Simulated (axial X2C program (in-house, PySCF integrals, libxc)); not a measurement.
Nuclear properties of OCSe

Computed with an axial X2C code built on PySCF integrals: two-component X2C with atomic mean-field Coulomb and Gaunt terms, Gaussian nuclei, basis O dyall-av3z, C dyall-v3z, Se dyall-v3z with contracted cores.

O–C–Se held linear, with bonds 1.151 and 1.708 Å (near the PBE0 minimum at charge 0 of the determinant lowest at the starting distance; the state shown can have its own minimum elsewhere, held linear; other orders of the atoms were not compared).

Input and command:
```json
{"zs": [8, 6, 34], "q": 0, "bas": ["dyall-av3z", "dyall-v3z", "dyall-v3z"], "r0": [1.16, 1.71], "symm": 0, "scan": ["PBE0", "HF", "B3LYP"], "levels": ["PBE0", "HF", "B3LYP"], "nst": 2}
```
```bash
python solin.py task.json out
```

Keys: zs atomic numbers; q charge; bas basis sets; r0 starting distance in Å; symm equal bonds; scan levels of the two-bond scan; levels methods; nst determinants followed.

Determinant lowest in the PBE0 search, Ω = 0 (closed shell), highest spinor 70% Se p, 12% O p, 10% C d:

```
level  qzz O (a.u.)  qzz C (a.u.)  qzz Se (a.u.)  μ (D)
 PBE0          0.13         -0.51           5.28   0.83
   HF          0.10         -0.78           6.03   0.65
B3LYP          0.11         -0.52           5.43   0.89
```

qzz is the electric field gradient, eQq0 = 234.96 MHz × Q/barn × qzz; μ is positive if the Se end (last atom) is positive. The operators were transformed with the bare-nucleus X2C matrices; with these basis sets, hyperfine constants and field gradients can be off by tens of per cent, and where levels differ in sign neither size nor sign is settled.

(1) With Q(17O) = -0.02558 barn (Q from Pyykkö, Mol. Phys. 2018), turn the PBE0 values of the first state into constants in MHz.

The molecule was held linear; bending was not examined, so a bent shape may lie lower.

Each state is one determinant with collinear spin. The search compared states at one distance, so a state with another bond length can lie lower.

Results:

(1) eQq0(17O) = 234.96 × (-0.02558) × (0.13) = -0.781 MHz.
